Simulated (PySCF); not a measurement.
C3H6FNSi, SMILES F[SiH2]N1C=CC1.

Coordinates come from a PBE-D3(BJ)/def2-SVP optimisation. This is a generated structure with no PubChem entry under its InChIKey; it may be hypothetical. One conformer was computed; it need not be the lowest.

Level of theory: TDA-PBE/def2-SVPD (PySCF 2.14.0).

Vertical excitations. Gas-phase values at a fixed geometry.

```
state  energy (eV)  λ (nm)      f                                                          main pairs
-----  -----------  ------  -----  ------------------------------------------------------------------
S1            5.06     245  0.027                                                    HOMO→LUMO+1 83 %
S2            5.45     227  0.175                                    HOMO→LUMO+2 78 %, HOMO→LUMO 16 %
S3            5.57     223  0.002                                                    HOMO→LUMO+3 97 %
S4            5.82     213  0.007                                                    HOMO→LUMO+4 96 %
S5            5.91     210  0.104  HOMO→LUMO 44 %, HOMO→LUMO+5 23 %, HOMO→LUMO+1 9 %, HOMO→LUMO+2 7 %
S6            6.01     206  0.048                                    HOMO→LUMO+5 74 %, HOMO→LUMO 17 %
S7            6.54     190  0.010                                                    HOMO→LUMO+6 96 %
S8            6.74     184  0.004                                                    HOMO→LUMO+7 97 %
S9            7.06     176  0.002                                                    HOMO→LUMO+8 99 %
S10           7.35     169  0.001                                                    HOMO−2→LUMO 98 %
T1            3.71     334      0                                                      HOMO→LUMO 95 %
T2            4.82     257      0                                                    HOMO→LUMO+1 94 %
T3            5.13     242      0                                                    HOMO→LUMO+2 96 %
T4            5.45     227      0                                                    HOMO→LUMO+3 99 %
```
Triplets are in the Tamm–Dancoff approximation.
